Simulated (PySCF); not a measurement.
GaHO, neutral, multiplicity 1.

```xyz
3

Ga     0.0000     0.0000    -0.4290
O      0.0000     0.0000     1.3703
H      0.0000     0.0000     2.3354
```

Coordinates come from a PBE-D3(BJ)/def2-TZVP optimisation. The geometry has at least one imaginary mode, so it is a saddle point at that level.

Level of theory: PBE/pcSseg-2 (PySCF). Non-relativistic, no solvent.

Computed absolute GIAO shielding of each atom: isotropic value and principal components (ppm):
```csv
atom,σ(iso),σ11,σ22,σ33,span
Ga1,2034.1,1730.5,1730.5,2641.2,910.7
O2,194.8,82.3,82.3,419.8,337.5
H3,28.6,19.1,19.1,47.5,28.4
```
